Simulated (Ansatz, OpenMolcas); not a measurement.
How methods differ on CH6BNO2 (SMILES COB(N)O)

The species is CH6BNO2 (11 atoms), meant as a singlet with charge 0. As SMILES, `COB(N)O`. The coordinates come from a PBE0-D4/def2-TZVP relaxation. This is one conformer, not always the lowest.

```xyz
11

C     0.7135    0.8516    1.1297
O    -0.4467    0.1025    0.8785
B    -0.6440   -0.5067   -0.3384
N     0.2758   -0.4319   -1.4037
O    -1.8010   -1.2231   -0.5148
H     0.8013    1.7018    0.4431
H     0.6544    1.2386    2.1476
H     1.6169    0.2360    1.0476
H     1.1441    0.0663   -1.3669
H     0.0952   -0.8909   -2.2775
H    -2.3441   -1.2011    0.2754
```

Quantity: the vertical ionisation energy (to the doublet cation), in eV. The values are calculated.

```tsv
level	kind	program	value (eV)	less CCSD(T)/6-31G*	CPU time (all runs)
HF/6-31G* (spherical functions)	Hartree–Fock	OpenMolcas	8.80	-0.73	12 s
revPBE/6-31G* (spherical functions)	GGA	OpenMolcas	9.16	-0.37	2.3 min
M06-L/6-31G* (spherical functions)	meta-GGA	OpenMolcas	9.43	-0.10	2.8 min
HSE06/6-31G* (spherical functions)	range-separated hybrid	Ansatz	9.60	+0.07	26 s
RPA@PBE0/6-31G* (spherical functions)	RPA	Ansatz	9.49	-0.04	38 s
MP2/6-31G* (spherical functions)	perturbation theory	Ansatz	9.75	+0.22	9.9 s
CCSD(T)/6-31G* (spherical functions), open shells restricted	coupled cluster or CI	OpenMolcas	9.53	0.00	1.9 min
CCSD/6-31G* (spherical functions)	coupled cluster or CI	Ansatz	9.56	+0.03	99 s
```

Differences are taken from CCSD(T)/6-31G* (spherical functions), open shells restricted for orientation; it has basis-set and higher-order errors of its own. The values span 8.80 to 9.75 eV. Times are those of the runs behind each value, whatever else they computed, on shared processors of several kinds: orders of magnitude only.
